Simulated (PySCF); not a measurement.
Geometry (Å), atoms numbered from 1 in this order:
```xyz
10

Ge   -1.515    0.847    0.384
O    -0.470    0.062   -0.839
Si    0.806   -0.976   -0.715
Se    2.039   -0.596    1.172
H    -1.906   -0.192    1.449
H    -2.736    1.336   -0.405
H    -0.737    2.018    1.005
H     0.367   -2.393   -0.548
H     1.645   -0.816   -1.932
H     2.517    0.712    0.696
```

Theoretical values (PySCF 2.14.0 with density-fitted response routines): PBE0-D3(BJ)/def2-SVP structure, shieldings: GIAO PBE0/pcSseg-1. No solvent, one computed conformer, rapidly exchanging positions averaged, non-relativistic.

Referencing at the same level of theory: $^{1}$H, $^{29}$Si against TMS; GeMe4 for $^{73}$Ge; $^{17}$O vs H2O; $^{77}$Se vs Me2Se.

```json
{"atoms": "H10", "nucleus": "$^{1}$H", "count": "1", "Hirshfeld charge": "0.03", "δ (ppm)": "1.07"}
{"atoms": "Se4", "nucleus": "$^{77}$Se", "count": "1", "Hirshfeld charge": "-0.09", "δ (ppm)": "-286"}
{"atoms": "H5/H6/H7", "nucleus": "$^{1}$H", "count": "3", "Hirshfeld charge": "-0.06", "δ (ppm)": "?"}
{"atoms": "Si3", "nucleus": "$^{29}$Si", "count": "1", "Hirshfeld charge": "0.34", "δ (ppm)": "-10.4"}
{"atoms": "O2", "nucleus": "$^{17}$O", "count": "1", "Hirshfeld charge": "-0.33", "δ (ppm)": "28.2"}
{"atoms": "H8/H9", "nucleus": "$^{1}$H", "count": "2", "Hirshfeld charge": "-0.08", "δ (ppm)": "5.67"}
{"atoms": "Ge1", "nucleus": "$^{73}$Ge", "count": "1", "Hirshfeld charge": "0.39", "δ (ppm)": "?"}
```

Problem. Complete the table.

Solution. 
- H5/H6/H7: 5.15 ppm, hydrogen on a germanium bonded to O
- Ge1: -89 ppm, germanium bonded to O, 3 H

Relativistic effects, spin–orbit coupling among them, are left out; they matter for Ge, Se and for the light atoms bonded to it. Experimental scales use liquid or dissolved standards, which lie at an offset from isolated H2O (liquid H2O: subtract about 36 ppm).
